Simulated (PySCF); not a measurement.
KRb: a composite coupled-cluster calculation

State: ¹Σ⁺, singlet, closed shell. De refers to K + Rb. RHF-based CCSD(T) in PySCF 2.14 with K cc-pwCVDZ-X2C, Rb cc-pwCVDZ-X2C and K cc-pwCVTZ-X2C, Rb cc-pwCVTZ-X2C (frozen core orbitals: 19; spin-free X2C with a Gaussian nucleus). Correlation energies are extrapolated as n⁻³ (n = 2, 3), Hartree–Fock as (n+1)·exp(−9√n).

| Level | Re (Å) | ωe (cm⁻¹) | ωexe (cm⁻¹) | αe (cm⁻¹) | De (eV) |
| --- | --- | --- | --- | --- | --- |
| CCSD(T)/DZ | 4.1634 | 72.0 | 0.211 | 0.000114 | 0.480 |
| CCSD(T)/TZ | 4.0786 | 75.8 | n/a | 0.000111 | 0.515 |
| HF/CBS | 4.3546 | 70.5 | n/a | 7.45e-05 | -0.132 |
| MP2/CBS | 3.9823 | 83.0 | 0.171 | 8.49e-05 | 0.434 |
| CCSD/CBS | 4.0712 | 78.2 | 0.182 | 9.42e-05 | 0.446 |
| CCSD(T)/CBS | 4.0446 | 77.4 | n/a | 0.000111 | 0.530 |

Problem. How much is left between CCSD(T)/TZ and the basis-set limit, and how much do the triples give at the limit?

Solution. CCSD(T)/CBS less CCSD(T)/TZ: -34.0 mÅ in Re, +1.6 cm⁻¹ in ωe and +0.015 eV in De. CCSD(T)/CBS less CCSD/CBS: -26.6 mÅ in Re, -0.8 cm⁻¹ in ωe and +0.084 eV in De.

The T1 diagnostic is 0.015. The open-shell atoms are computed with UHF. Spin–orbit coupling, excitations beyond (T) and corrections to the Born–Oppenheimer picture are left out.

The whole job (state search and all basis sets along the bond) took about 9.7 min on 4 threads of Arm Neoverse V1 (shared host), peak memory 6.8 GiB.
